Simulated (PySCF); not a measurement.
C₃H₃ClF₂, SMILES F[C@@H]1C[C@@]1(F)Cl.

Geometry optimised at PBE0-D3(BJ)/def2-SVP. The structure was generated by enumeration; whether it is a known compound was not checked.

Two levels are set side by side: PBE/def2-TZVP (PySCF) and ωB97X/def2-TZVP (PySCF). Same geometry, gas phase. Differences are taken from unrounded values.

| quantity | ωB97X |
|---|---|
| orbital gap (eV) | 13.06 |
| highest occupied level (eV) | -10.59 |
| lowest empty level (eV) | 2.48 |
| dipole moment (D) | 2.22 |
| mean polarisability (bohr³) | 45.8 |

Q: What does PBE give, and how far is it from ωB97X? (The exact figures need the calculation; the answer reports its results.)

A: 
```json
[
 {"quantity": "orbital gap (eV)", "PBE": "5.81", "PBE minus ωB97X": "-7.26"},
 {"quantity": "highest occupied level (eV)", "PBE": "-6.71", "PBE minus ωB97X": "3.88"},
 {"quantity": "lowest empty level (eV)", "PBE": "-0.90", "PBE minus ωB97X": "-3.38"},
 {"quantity": "dipole moment (D)", "PBE": "2.02", "PBE minus ωB97X": "-0.20"},
 {"quantity": "mean polarisability (bohr³)", "PBE": "48.0", "PBE minus ωB97X": "2.2"}
]
```

Without exact exchange PBE keeps part of each electron's self-repulsion, which lifts occupied levels and narrows the gap. PBE's more diffuse valence density responds more strongly to a field. Differences between two approximate levels are no errors against the true value.

Rough cost on one machine, each run with all the roots and properties that it gave: ωB97X against PBE within a factor of 2.
